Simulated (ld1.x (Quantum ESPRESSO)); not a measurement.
# In, TM: configuration errors across variants

```json
{
  "Element": "In (Z = 49)",
  "Generator": "ld1.x (Quantum ESPRESSO) 7.5",
  "Type": "norm-conserving Troullier–Martins (Kleinman–Bylander form)",
  "Functional": "LDA (PZ)",
  "Relativity": "fully relativistic",
  "Frozen core": "[Kr]",
  "Valence charge": "13",
  "Reference configuration": "4d10 5s2 5p0 (charge +1)",
  "Partial waves": "5p (bound, empty): rc 2.00 bohr; 4d (bound): rc 1.75 bohr; 5s (bound): rc 1.95 bohr",
  "Local potential": "the s channel",
  "Core correction": "none"
}
```

Open shells are filled in proportion to 2j + 1 (rel_dist='average').

All-electron excitation energies from the reference (eV): (1) 4d10 5s2 5p1 -5.606; (2) 4d10 5s1 5p0 19.661; (3) 4d10 5s0 5p0 48.401; (4) 4d9 5s2 5p1 19.610; (5) 4d10 5s1 5p1 6.681; (6) 4d9 5s0 5p0 105.006; (7) 4d10 5s0 5p3 6.529.

1 further variants failed, have other tests or too few solved ones, and are left out.

A true bound ghost makes a file unfit for plane-wave use even where its test errors are small: the radial tests pick states by their node count and pass the ghost by.

Errors AE − PS in meV (a dash: test not solved or not reliable):

```tsv
change	(1)	(2)	(3)	(4)	(5)	(6)	(7)	bound ghosts
base	+1.0	+3.3	+15	-212	+0.7	-125	+0.7	none
wave 5s (bound): rc 1.95 bohr becomes 5s (bound): rc 1.60 bohr	+0.7	+11	+39	-101	+2.5	-175	+3.5	p1/2
wave 5s (bound): rc 1.95 bohr becomes 5s (bound): rc 1.82 bohr	+0.9	+4.1	+17	-203	+0.9	-137	+0.4	none
wave 5s (bound): rc 1.95 bohr becomes 5s (bound): rc 2.04 bohr	+1.0	+3.1	+14	-216	+0.7	-117	+1.0	none
wave 5s (bound): rc 1.95 bohr becomes 5s (bound): rc 2.42 bohr	+1.2	+3.2	+8.2	-202	-0.3	-181	-4.2	none
wave 5s (bound): rc 1.95 bohr becomes 5s (bound): rc 2.64 bohr	+1.9	+1.6	–	-175	-3.6	-328	-19	none
```

Give the same row for: wave 5s (bound): rc 1.95 bohr becomes 5s (bound): rc 2.96 bohr.

+3.5, -4.1, -78, -134, -11, -593, -48; bound ghosts: none.
